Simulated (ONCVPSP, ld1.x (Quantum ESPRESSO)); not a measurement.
Potentials for Ge compared

Generated with ld1.x 7.5 (TM, RRKJ, ultrasoft, PAW), atompaw 4.2 or ONCVPSP 4.0.1. The cutoff is in Ry: for ld1.x and atompaw files where the sum of valence levels is converged to 10 mRy in a Bessel basis, for ONCV files where the hardest occupied wave has 1 mHa per electron of residual kinetic energy. The error is the largest all-electron minus pseudo excitation energy over each file’s own four to seven test configurations (ionisations up to +4, promotions, holes and added fractions of an electron), all of which were solved. The labels leave out finer settings (local radius, basis sizes, second energies), which also bear on the numbers. Spin-polarised tests are not counted. The rows are a selection from randomly drawn settings: files with unsolved tests, undetermined cutoffs or missed reference levels are left out.

A true bound ghost makes a file unfit for plane-wave use even where its test errors are small: the radial tests pick states by their node count and pass the ghost by.

```tsv
potential	cutoff (Ry)	largest error (meV)	bound ghosts
ONCV, LDA (Perdew-Wang 92), scalar-relativistic, rc 1.60/1.85/0.80/1.60 (spdf), local smoothed, core correction yes, reference 3d10 4s2 4p1, qcut 4/5/21.4/7.3, projectors 1/2/3/1	334	-53	s, p
ONCV, PBEsol, scalar-relativistic, rc 1.80/2.15/0.90 (spd), local d, core correction yes, reference 3d10 4s2 4p2, qcut 3.9/4.2/14.4, projectors 3/2/0	201	-12	s, p
RRKJ, PBE, scalar-relativistic, rc 1.85/2.30 (sp), local s, core correction no, reference 4s1 4p3	21	+78	none
```

**Question.** Fill in the row for Ge: ONCV, PBE, non-relativistic, rc 1.00/1.15/0.95 (spd), local smoothed, core correction yes, reference 3s2 3p6 3d10 4s2 4p2, qcut 12/12.9/13.5, projectors 2/2/2.

**Answer.** cutoff 186 Ry, largest error +72 meV, bound ghosts: none.

**Question.** Fill in the row for Ge: ONCV, PBEsol, scalar-relativistic, rc 0.95/0.95/1.15/1.05 (spdf), local smoothed, core correction yes, reference 3s2 3p6 3d10 4s1.5 4p2.5, qcut 14/12.7/13.4/10.5, projectors 2/2/2/2.

**Answer.** cutoff 151 Ry, largest error -1.1 meV, bound ghosts: none.

**Question.** Fill in the row for Ge: ONCV, LDA (Perdew-Wang 92), scalar-relativistic, rc 0.94/1.24/1.04 (spd), local smoothed, core correction yes, reference 3s2 3p6 3d10 4s2 4p2, qcut 12.3/10.5/12.5, projectors 2/3/2.

**Answer.** cutoff 145 Ry, largest error -7.8 meV, bound ghosts: none.
